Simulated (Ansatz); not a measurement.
Zr₂B₂. The state is a singlet with charge 0. Geometry PBE0-D4/def2-TZVP; atoms count from 1.

```xyz
4

Zr    1.080   -0.876   -0.604
Zr    0.229    1.477   -0.253
B    -1.069   -0.351   -0.240
B    -0.240   -0.250    1.097
```

In the def2 sets Zr takes a core potential; there is no spin–orbit coupling. The restricted singlet is unstable: a solution with broken spin symmetry lies lower. At PBE0-D4/def2-TZVP a triplet of charge 0 lies 0.23 eV below the restricted singlet, each at its own geometry. The structure comes from a short search, and lower isomers may exist.

(1) Estimate the Mulliken populations from the PBE0/def2-TZVP orbitals of Ansatz.

(2) And the Mayer bond orders between heavy atoms (over 0.3)?

Results:

(1) 
| atom | charge (e) | d electrons |
| --- | --- | --- |
| Zr1 | 0.27 | 2.66 |
| Zr2 | 0.27 | 2.66 |
| B3 | -0.27 | – |
| B4 | -0.27 | – |
Mulliken values depend strongly on the basis.

(2) Zr1–Zr2 2.54 (2.53 Å); Zr1–B3 1.13 (2.24 Å); Zr1–B4 1.13 (2.24 Å); Zr2–B3 1.13 (2.24 Å); Zr2–B4 1.13 (2.24 Å); B3–B4 1.36 (1.58 Å).
